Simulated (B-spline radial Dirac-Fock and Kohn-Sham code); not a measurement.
**The Br-like isoelectronic sequence (35 electrons), Z = 63 to 78**

The computed values come from a B-spline atomic structure program: Dirac-Fock energy differences between relaxed states, corrected for Breit and QED terms. Binding energies in eV, tabulated ground configurations ([Ar] 3d10 4s2 4p5 throughout). Correlation energy is missing from these numbers.

```csv
ion,3s,3d3/2,4s,outermost level,NIST ionisation energy
Eu²⁸⁺,2764.0,2123.5,1198.9,1092.7 (4p),1078 ± 4
Gd²⁹⁺,2906.1,2242.3,1269.2,1158.0 (4p),1142 ± 4
Tb³⁰⁺,3052.3,2364.3,1341.4,1225.2 (4p),1208 ± 4
Dy³¹⁺,3202.4,2489.4,1415.8,1294.3 (4p),1275 ± 4
Ho³²⁺,3356.5,2617.8,1492.2,1365.2 (4p),1346 ± 4
Er³³⁺,3514.7,2749.3,1570.8,1438.1 (4p),1416 ± 5
Tm³⁴⁺,3677.0,2884.0,1651.4,1512.8 (4p),1490 ± 5
Yb³⁵⁺,?,?,?,?,?
Lu³⁶⁺,4014.1,3162.9,1819.2,1668.0 (4p),1641 ± 5
Hf³⁷⁺,4189.1,3307.2,1906.4,1748.4 (4p),1719 ± 4
Ta³⁸⁺,4368.4,3454.7,1995.7,1830.8 (4p),1799 ± 4
W³⁹⁺,4552.0,3605.4,2087.3,1915.2 (4p),1882.9 ± 2
Re⁴⁰⁺,4740.1,3759.3,2181.1,2001.5 (4p),1966 ± 4
Os⁴¹⁺,4932.8,3916.4,2277.2,2089.8 (4p),2052 ± 4
Ir⁴²⁺,5129.9,4076.8,2375.6,2180.0 (4p),2139 ± 4
Pt⁴³⁺,5331.8,4240.4,2476.3,2272.2 (4p),2228 ± 4
```

**Question.** Fill in the row of Yb³⁵⁺.

**Answer.** 3s 3843.4, 3d3/2 3021.9, 4s 1734.2, outermost 1589.4 (4p), NIST 1564 ± 5 eV.

NIST's values are for the lowest levels; a dash marks a value that is missing or belongs to another shell. Their kind here: semi-empirical, theoretical. Where a p, d or f shell is open in either ion the computed value averages over both j values and all terms, while the table refers to the lowest levels; that difference holds spin-orbit splitting (largest in heavy or highly charged ions), term energies where several electrons share open shells, and correlation, and it can reach 10 % or more.
